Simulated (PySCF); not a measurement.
Input for PySCF: R-B3LYP/3-21G on GeH4OSi (SMILES [OH][Ge][SiH3]), a point of a torsion scan.

```python
from pyscf import gto, scf, dft, mp
from pyscf.data.elements import chemcore

mol = gto.M(
    atom='''
    O     2.24888475   -0.06396516   -0.24599456
    Ge    1.17691957   -1.29690552    0.43308161
    Si   -0.96940957   -0.08936605    0.31462252
    H     2.02406597    0.80724691   -0.56801963
    H    -1.00949746    1.04363084   -0.63204847
    H    -2.11811940   -0.92827460   -0.05853201
    H    -1.35940100    0.51376553    1.60188640
    ''',
    basis='3-21g',
    charge=0, spin=0, verbose=3, max_memory=1800)
mf = dft.RKS(mol, xc='b3lyp')
mf.conv_tol = 1e-8
mf.max_cycle = 100
mf.kernel()
if not mf.converged:
    mf = mf.newton().run(mf.mo_coeff, mf.mo_occ)
```

The log:

```
converged SCF energy = -2432.15587335764
```

The calculation finished and met its thresholds.

Cost: around 5 core-seconds (rough).
